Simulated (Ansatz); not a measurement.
Computed with Ansatz on PBE0-D4/def2-TZVP structures; ΔE is electronic, products minus reactants. CBS: MP2 limit from def2 TZ/QZ plus the TZ coupled-cluster correction, frozen cores. DFT in def2-TZVPP. For Br outer-core shells are correlated without core-valence functions, which leaves a few kJ/mol of doubt a bond. Scalar relativity is left out up to krypton. One conformer a species, not always the lowest.

Reaction (ligand exchange at the Si–C bond): `B/C=C\[SiH](N)F` + HBr → `N[SiH](F)Br` + `BC=C`

Task: Is it downhill or uphill in electronic energy at CCSD(T)/CBS, and by how much? (Best estimate.)

Result: The calculation gave: Downhill: ΔE = -105.7 kJ/mol.

Task: What do these levels give: ωB97M-V, B2PLYP, HF/def2-TZVPP, SCS-MP2/def2-TZVPP, MP2/CBS(def2), CCSD/CBS(def2)? (An estimate is asked.)

Result: Ansatz gave: ωB97M-V -105.3, B2PLYP -107.5, HF/def2-TZVPP -119.3, SCS-MP2/def2-TZVPP -105.4, MP2/CBS(def2) -111.9, CCSD/CBS(def2) -107.8 kJ/mol.

Largest T1 diagnostic among the species: 0.011.

From PBE to PBE0 (25 % exact exchange), in def2-TZVPP and without D4, ΔE moves by −4.0 kJ/mol. In def2-TZVPP, CCSD(T) changes the Hartree–Fock value by +18.9 kJ/mol (the triples alone add +2.1 kJ/mol) and MP2 by +12.7 kJ/mol.
